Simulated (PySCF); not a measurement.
A side-by-side comparison of computed properties.

First species: 4H-thiopyran-4-one, C₅H₄OS.
SMILES: `O=c1ccscc1`

Second species: GaH2(OEt), C2H7GaO.
SMILES: `CC[O][GaH2]`

Levels: CAM-B3LYP/def2-SVPD for HOMO energy, LUMO energy, HOMO–LUMO gap and static isotropic polarisability; TDDFT CAM-B3LYP/def2-SVPD for lowest singlet excitation; TDA CAM-B3LYP/def2-SVPD for lowest triplet excitation (Tamm–Dancoff). Geometries: PBE0-D3(BJ)/def2-SVP. Each structure is a single optimised conformer of the isolated species, non-relativistic unless stated; the electronic structure was computed with PySCF and density fitting.

Problem. Which of the two has the higher T1 energy, and by how much?

Solution. The second: 5.14 eV against 3.22 eV, a difference of 1.92 eV.

Problem. Which has the higher static isotropic polarisability?

Solution. The first: 80.6 au against 59.6 au, a difference of 21.0 au.

Problem. Which of the two has the higher S1 energy, and by how much?

Solution. The second: 5.49 eV against 3.99 eV, a difference of 1.50 eV.

Problem. Which has the higher HOMO energy?

Solution. The first: -8.22 eV against -9.32 eV, a difference of 1.10 eV.

Problem. Which of the two has the higher HOMO–LUMO gap, and by how much?

Solution. The second: 8.95 eV against 7.57 eV, a difference of 1.38 eV.

Problem. Which of the two has the higher LUMO energy, and by how much?

Solution. The second: -0.37 eV against -0.65 eV, a difference of 0.28 eV.

On the first: The vertical singlet–triplet gap S1 − T1 is 0.77 eV (TDDFT singlet less Tamm–Dancoff triplet; S1: HOMO−1→LUMO, weight 0.96; T1: HOMO→LUMO, weight 0.91). S1 lies 3.58 eV below the HOMO–LUMO gap; its leading configuration is HOMO−1→LUMO, weight 0.96.

On the second: S1 lies 3.46 eV below the HOMO–LUMO gap; its leading configuration is HOMO−1→LUMO, weight 0.76. The principal polarisabilities are 50.3, 57.3 and 71.3 au; their mean is the isotropic value. The calculation is non-relativistic and has no spin–orbit coupling, an omission that weighs most on gallium.
